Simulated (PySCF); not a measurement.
A small calculation by hand: oscillator strength and radiative lifetime

Al(F)(Br)(Et) (C2H5AlBrF), SMILES C[CH2][Al]([F])[Br].

The structure is a stationary point at B3LYP-D3(BJ)/def2-SVP. The structure was generated by enumeration; whether it is a known compound was not checked. Other conformers were not sampled.

TDDFT-ωB97X/def2-SVPD (PySCF) puts the first singlet state with f over 0.02 at 6.99 eV (vertical), with the transition dipole (-0.291, 0.078, -0.920) in atomic units.

Q: Find the oscillator strength, the wavelength and the radiative lifetime that this transition would have in vacuum if emission retraced absorption.

A: 
|μ|² = 0.9372 au, so |μ| = 2.46 D. ΔE = 6.99/27.211 = 0.2569 hartree. f = (2/3) ΔE |μ|² = 0.160 (the program prints 0.160).
λ = 1239.84/6.99 = 177 nm; ν = 56378 cm⁻¹.
Einstein's coefficient A = 0.6670 ν² f s⁻¹ (ν in cm⁻¹) = 3.4e8 s⁻¹, so τ = 1/A = 2.9 ns. This state is S2; the lower singlet has f = 0.004. The figure is the radiative limit of this one transition; relaxation, internal conversion, crossing to triplets and a medium change what is measured.
